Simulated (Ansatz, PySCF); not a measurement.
Ti(F)3(OH)(OH2) (F3H3O2Ti), SMILES [OH2]->[Ti]([F])([F])([OH])[F], multiplicity 1. Atoms are numbered in the order given.

```xyz
9

Ti     0.2013     0.1488    -0.1264
F      1.0659    -1.3546     0.1167
F     -1.3631    -0.0206    -0.9462
F      0.2930     1.3738     1.1495
O      1.1971     0.8836    -1.3885
H      1.7970     0.5633    -2.0729
O     -1.1916    -0.7236     1.5575
H     -2.0663    -0.7482     1.1402
H     -1.2358    -0.0130     2.2153
```

Coordinates come from a B3LYP-D3(BJ)/def2-SVP optimisation. The spin state was assumed, not searched. Other conformers were not sampled.

Two levels are set side by side: PBE-D3(BJ)/def2-SVP (Ansatz, a first-principles code) and B3LYP-D3(BJ)/def2-SVP (Ansatz). Each level has its own optimised geometry; the coordinates shown are those of the second. Frequencies come from the Hessian of PySCF at each geometry. Differences are taken from unrounded values.

```csv
quantity,B3LYP-D3(BJ)
mean bond length (Å),1.540
bond Ti1–F2 (Å),1.751
bond Ti1–F3 (Å),1.774
bond Ti1–F4 (Å),1.771
bond Ti1–O5 (Å),1.768
bond Ti1–O7 (Å),2.353
bond O5–H6 (Å),0.965
bond O7–H8 (Å),0.969
bond O7–H9 (Å),0.969
highest harmonic wavenumber (cm⁻¹),3883
mean harmonic wavenumber (cm⁻¹),932
zero-point energy (kcal/mol),27.99
```

**Question.** What does PBE-D3(BJ) give, and how far is it from B3LYP-D3(BJ)? (Estimate from the structure and the level; the computed values follow.)

**Answer.** 
| quantity | PBE-D3(BJ) | PBE-D3(BJ) minus B3LYP-D3(BJ) |
|---|---|---|
| mean bond length (Å) | 1.552 | 0.011 |
| bond Ti1–F2 (Å) | 1.759 | 0.007 |
| bond Ti1–F3 (Å) | 1.783 | 0.009 |
| bond Ti1–F4 (Å) | 1.782 | 0.011 |
| bond Ti1–O5 (Å) | 1.781 | 0.013 |
| bond Ti1–O7 (Å) | 2.378 | 0.025 |
| bond O5–H6 (Å) | 0.973 | 0.008 |
| bond O7–H8 (Å) | 0.978 | 0.009 |
| bond O7–H9 (Å) | 0.978 | 0.009 |
| highest harmonic wavenumber (cm⁻¹) | 3783 | -99 |
| mean harmonic wavenumber (cm⁻¹) | 907 | -26 |
| zero-point energy (kcal/mol) | 27.23 | -0.77 |

Exact exchange shortens and stiffens bonds; PBE has none. Differences between two approximate levels are no errors against the true value.
